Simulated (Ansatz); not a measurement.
# Energy profile

The step: GeH₃F ([F][GeH3]) + CH₃ → CH₃F ([CH3][F]) + GeH₃; bonds formed: F1–C3; bonds broken: F1–Ge2 (atoms numbered as in the saddle structure below).

```csv
atom,x (Å),y (Å),z (Å)
F1,0.0845,-0.2190,0.0962
Ge2,-0.6578,1.5754,-0.6699
C3,0.6993,-1.6783,0.7144
H4,0.2574,2.7082,-0.1764
H5,-2.0935,1.7577,-0.1501
H6,-0.6337,1.4736,-2.2041
H7,1.6278,-1.3586,1.1680
H8,0.7958,-2.2799,-0.1794
H9,-0.0801,-1.9791,1.4013
```

Electronic energies by CCSD(T) at an estimated basis limit (MP2 extrapolated from triple and quadruple zeta, plus CCSD(T) − MP2 in triple zeta), on PBE0-D4/def2-TZVP structures; CH$_{6}$FGe, doublet; no counterpoise correction; spin–orbit coupling, which lowers free halogen atoms and radicals such as OH and SH, is left out. Program: Ansatz 0.2.0. Basis: def2-TZVPP and def2-QZVPP. Cores are frozen in the correlated methods; orbitals are unrestricted. Filled d shells of the heavier atoms are correlated. The def2 sets are not built for correlating such inner shells, so the correlated values are less sure here. Extrapolation: Hartree–Fock as exp(−7.88 √X), correlation as X^−2.97.

Problem. Give the profile in kJ/mol, counted from the separated reactants. (An estimate is asked for; the value comes from the calculation.)

Solution. Computed:
| point | kJ/mol |
| --- | --- |
| separated: GeH$_{3}$F (linked as [F][GeH3]; F1, Ge2, H4, H5, H6; singlet) + CH$_{3}$ (C3, H7, H8, H9; doublet) | 0.0 |
| start structure | -6.7 |
| saddle | 175.5 |
| end structure | 63.5 |
| separated: CH$_{3}$F (linked as [CH3][F]; F1, C3, H7, H8, H9; singlet) + GeH$_{3}$ (Ge2, H4, H5, H6; doublet) | 63.9 |

T1 diagnostic: at most 0.017. ⟨S²⟩ of the unrestricted Hartree–Fock references: 0.75 to 0.82 (a pure state has 0.75). The unrestricted reference is spin-contaminated, which hurts MP2 most. The end structure is not quite a true minimum (one mode of 72i cm⁻¹).

Radical steps of this kind take place in plasma deposition and etching.

For scale, one of the runs: CCSD(T)/def2-TZVPP, 194 basis functions, launched by `ansatz run in.yaml --threads 8 --pin off --events-out ev --progress --plain --max-ram 19148MiB`. Time: 2.3 min of wall clock on 8 CPU threads of an Arm Neoverse V1; the host was shared. Peak host memory: 6.2 GiB.
